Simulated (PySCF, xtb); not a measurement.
Se(Br)(SMe) (CH3BrSSe), SMILES S(C)[Se]Br.

GFN2-xTB (xtb) at its own geometry gives an orbital gap of 2.75 eV and a dipole moment of 4.93 D.

Geometry optimised at r2SCAN-D4/def2-SVP. The structure was generated by enumeration, and PubChem lists no compound with its InChIKey, so it may never have been made. The values are those of a single conformer.

**Question.** What does M06-2X/def2-TZVP (PySCF) give? (Estimate from the structure and the level; the computed values follow.)

**Answer.** gap 6.21 eV (levels -8.01 and -1.80 eV), dipole 2.54 D.
